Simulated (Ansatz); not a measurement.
A run for Ansatz (a program for electronic structure): R-r2SCAN/def2-TZVPP on CHO2 (SMILES O=C=[OH+]), atoms moved off the minimum. Charge +1.

Ansatz 0.2 input:
```yaml
crystal:
  periodic: [false, false, false]
  atoms:
    - {symbol: O, position_ang: [1.23782017, -0.15065693, -0.10906579]}
    - {symbol: C, position_ang: [0.10478731, -0.02045018, -0.00174454]}
    - {symbol: O, position_ang: [-1.10194079, 0.07909653, 0.20159962]}
    - {symbol: H, position_ang: [-1.68878691, 0.54307317, -0.42812986]}
basis:
  gaussian:
    orbitals: def2-TZVPP
hamiltonian:
  xc: {name: r2SCAN}
total_charge: 1
scf: {lower_state_search: off}
output: {forces: true}
```

Output:

```
Functional definition: r2SCAN
[...]
these checks for a lower state are left out or cut short: stability, starts, cluster_reference, orbital_swaps, neighbouring_geometries, increment
integrals: 0.02 GiB planned
541 factors; their error is unknown
mean field: 0.24 GiB planned
mean field evaluation 1: about -5126.3877 eV, gradient 8.8e1 eV
mean field evaluation 2: about -5100.8098 eV, gradient 1.4e2 eV
mean field evaluation 4: about -5136.9010 eV, gradient 1.5e1 eV
mean field evaluation 8: about -5137.2779 eV, gradient 1.7e-1 eV
mean field evaluation 16: about -5137.2741 eV, gradient 4.1e-3 eV
mean field -5137.27409811 eV, -188.7913409362 hartree, gradient 6.3e-6 eV, S^2 0.000000; 0 other end points of the search recorded, 0 dependent functions left out
the calculation of the forces begins
reference -5137.27410337 eV, -188.7913411293 hartree; 11, 11 occupied and 96, 96 virtual orbitals, 541 factors
Total energy: -5137.27410337 eV, -188.7913411293 hartree
Atom 0 at     1.237820    -0.150657    -0.109066 Å, force    -2.352626     0.191985     0.303145 eV/Å
Atom 1 at     0.104787    -0.020450    -0.001745 Å, force     1.371569     0.009007    -0.298922 eV/Å
Atom 2 at    -1.101941     0.079097     0.201600 Å, force     1.121450    -0.407551     0.322645 eV/Å
Atom 3 at    -1.688787     0.543073    -0.428130 Å, force    -0.140393     0.206559    -0.326868 eV/Å
Dipole moment:    -0.615400     0.237719    -0.231694 e Å
Checks for a lower state left out: stability, starts, cluster_reference, orbital_swaps, neighbouring_geometries, increment
```

The run converged.

Cost: roughly 1.5 core-seconds.
